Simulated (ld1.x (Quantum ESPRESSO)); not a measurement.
## What the settings do to the PAW potential of chromium

Base potential:

```
Element                 : Cr
Generator               : ld1.x (Quantum ESPRESSO) 7.5
Type                    : PAW
Functional              : BP86
Relativity              : scalar-relativistic
Frozen core             : [Ne] 3s2
Valence charge          : 12
Reference configuration : 3p6 3d5 4s1 4p0
Partial waves           : 4s (bound): rcut 2.55, rcutus 3.05 bohr; 4s channel at 0.3 Ry: rcut 2.55, rcutus 3.05 bohr; 3p (bound): rcut 1.45, rcutus 1.70 bohr; 4p (bound, empty): rcut 1.45, rcutus 1.70 bohr; 3d (bound): rcut 1.40, rcutus 1.90 bohr; 3d channel at 1.45 Ry: rcut 1.40, rcutus 1.90 bohr
Local potential         : all-electron potential smoothed inside 1.30 bohr (lloc = -1)
Core correction         : Bessel-smoothed model core inside 1.00 bohr
Augmentation charge     : GAUSS, radius 1.45 bohr
```

Cutoffs, loose and tight: the cutoffs (Ry, on a coarse ladder) from which the occupation-weighted sum of valence levels, in a spherical-Bessel basis at the reference potential, stays within 10 and 1 mRy of its value at 400 Ry. They do not see the model core or the augmentation charge, which bear on the density cutoff. Test errors are all-electron minus pseudo excitation energies from the reference, over the configurations 3p6 3d5 4s0 4p0; 3p6 3d4 4s0 4p0; 3p6 3d3 4s0 4p0; 3p6 3d4 4s1 4p1; 3p6 3d2 4s0 4p0; 3p6 3d5 4s0 4p1; 3p6 3d6 4s0 4p0. A dash means not determined; rows that change the core or the reference have their own tests. The largest error is taken over the tests solved by every variant that gives reliable tests at all: 3p6 3d3 4s0 4p0; 3p6 3d4 4s0 4p0; 3p6 3d4 4s1 4p1; 3p6 3d5 4s0 4p0; 3p6 3d5 4s0 4p1; 3p6 3d6 4s0 4p0.

A true bound ghost makes a file unfit for plane-wave use even where its test errors are small: the radial tests pick states by their node count and pass the ghost by. Where a test does run into it, the solver fails or the error is huge.

Cutoffs are not given where the Bessel-basis levels miss the radial ones by over 6 mRy, ghosts where they miss by over 20 mRy; a channel whose overlap is not positive is not tested.

A file whose overlap is not positive is unfit for use, and its test errors describe a broken file.

| change | outcome | cutoff, loose | cutoff, tight | bound ghosts | largest test error (meV) |
| --- | --- | --- | --- | --- | --- |
| base | generated, overlap not positive | – | – | s (p not tested, overlap not positive) | +413 |
| local potential all-electron potential smoothed inside 3.36 bohr (lloc = -1) | generated | 30 Ry | 50 Ry | none | test run stopped at test 6 of 7 (negative rho), 5 before it not solved |
| core correction Bessel-smoothed model core inside 0.76 bohr | generated, overlap not positive | – | – | s (p not tested, overlap not positive) | +413 |
| waves 3d (bound): rcut 1.38, rcutus 1.46 bohr; 3d channel at 1.45 Ry: rcut 1.38, rcutus 1.46 bohr | generated, overlap not positive | – | – | s (p not tested, overlap not positive) | -1169 |
| core [Ar], valence charge 6; reference 3d6 4s0 4p0; waves now 4s (bound): rcut 2.60, rcutus 3.15 bohr; 4s channel at 0.3 Ry: rcut 2.60, rcutus 3.15 bohr; 4p (bound): rcut 2.60, rcutus 3.30 bohr; 4p channel at 0.35 Ry: rcut 2.60, rcutus 3.30 bohr; 3d (bound): rcut 1.40, rcutus 1.90 bohr; 3d channel at 1.45 Ry: rcut 1.40, rcutus 1.90 bohr; local potential all-electron potential smoothed inside 1.55 bohr (lloc = -1); core correction a·sin(br)/r model core, default radius (ld1.x builds one for every PAW set, though the input has nlcc=.false.); augmentation GAUSS, radius 1.25 bohr | generated | 30 Ry | 45 Ry | s | -1351 |
| waves 4s (bound): rcut 2.52, rcutus 2.68 bohr; 4s channel at 0.3 Ry: rcut 2.52, rcutus 2.68 bohr | generated, overlap not positive | – | – | s (p not tested, overlap not positive) | +402 |

What comes out with this change to the base: augmentation BESSEL, radius 1.05 bohr?

outcome: generated, overlap not positive; bound ghosts: s (p not tested, overlap not positive); largest test error (meV): +551. A file whose overlap is not positive is unfit for use, and its test errors describe a broken file.
